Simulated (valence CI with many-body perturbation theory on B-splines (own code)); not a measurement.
Results of a calculation; reference values are marked as such.
**From CI to CI+MBPT in Ge²⁷⁺**

Method: relativistic CI+MBPT: three valence electrons over a frozen Dirac-Fock core [He], radial functions for each j: 11 s, 11 p, 9 d, 7 f, 5 g, 2 h, 1 i, with the one-electron correlation potential Σ1 (screened to all orders), the two-electron term Σ2, the three-electron term Σ3, Breit, model QED; selected single and double excitations, second order for the rest (own B-spline code, finite nucleus).

No measured spectrum was set against this ion. As an estimate, large intervals hold to a few tenths of a per cent, small ones and those within an open d or f shell to about a per cent.

Each rung adds one term. CI alone is the Dirac-Coulomb CI over the frozen core; QED comes last and gives the full result, which names the levels. Energies are above 2s2 2p 2P°_1/2 on the same rung, in × 10³ cm⁻¹.

Names give the largest LS component (configuration and term), which can be under half, so a name can repeat, a term be missing and a line seem to break the LS rules; names also repeat where a configuration has a term twice.

```tsv
Level	CI alone
2s2 2p 2P°_3/2	301.75
2s 2p2 4P_1/2	575.14
2s 2p2 4P_3/2	748.10
2s 2p2 4P_5/2	860.24
2s 2p2 2D_3/2	1112.5
2s 2p2 2P_1/2	1203.6
2s 2p2 2D_5/2	1225.5
2s 2p2 2S_1/2	1523.4
2s 2p2 2P_3/2	1541.5
2p3 4S°_3/2	1820.0
2p3 2D°_3/2	2051.6
2p3 2D°_5/2	2132.4
2p3 2P°_1/2	2302.3
2p3 2P°_3/2	2510.3
2s2 3s 2S_1/2	13014
2s2 3p 2P°_1/2	13247
```

What do these energies become with core correlation, Breit and QED?

2s2 2p 2P°_3/2 294.47 (-7.28); 2s 2p2 4P_1/2 572.92 (-2.22); 2s 2p2 4P_3/2 740.83 (-7.27); 2s 2p2 4P_5/2 845.81 (-14.42); 2s 2p2 2D_3/2 1100.9 (-11.58); 2s 2p2 2P_1/2 1196.6 (-7.04); 2s 2p2 2D_5/2 1209.2 (-16.28); 2s 2p2 2S_1/2 1511.4 (-11.98); 2s 2p2 2P_3/2 1523.5 (-18.05); 2p3 4S°_3/2 1805.5 (-14.49); 2p3 2D°_3/2 2034.8 (-16.76); 2p3 2D°_5/2 2108.5 (-23.90); 2p3 2P°_1/2 2286.6 (-15.69); 2p3 2P°_3/2 2486.2 (-24.15); 2s2 3s 2S_1/2 13005 (-9.81); 2s2 3p 2P°_1/2 13238 (-9.95).

How does the ionisation energy move along the ladder, and which term matters most?

CI alone 2884.3, + Σ1 2884.7, + Σ2 2884.6, + Σ3 2884.6, + Breit 2882.5, + QED 2882.6 eV. The largest step is Breit, -2.0 eV. NIST lists 2881.9 ± 1.6 eV (semi-empirical).
